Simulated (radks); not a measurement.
Coulomb parameter of the 4d shell of neutral palladium in the model configuration [Kr] 4d9 5s1, as a second difference U = [E(n + 0.25) + E(n - 0.25) - 2 E(n)] / (0.25)^2 with all orbitals relaxed. "Bare": the charge of the atom changes with n. "Screened": the 5s shell takes up the change at fixed total charge, which measures U(4d,4d) + U(5s,5s) - 2 U(4d,5s). Calculated with a radial shooting solver on a logarithmic mesh with Libxc functionals: Dirac Kohn-Sham, PBEsol, spin-unpolarised, spherical densities, point nucleus; open shells are shared between the two j in proportion to 2j + 1.

case                 configuration  E - E(n) (eV)
start                 [Kr] 4d9 5s1          0.000
bare +0.25         [Kr] 4d9.25 5s1         -1.369
bare -0.25         [Kr] 4d8.75 5s1          1.997
screened +0.25  [Kr] 4d9.25 5s0.75         -0.528
screened -0.25  [Kr] 4d8.75 5s1.25          0.637

U(bare) = 10.055 eV, U(screened by 5s) = 1.736 eV. The step up makes a negative ion, whose loosely bound charge lowers the bare value.
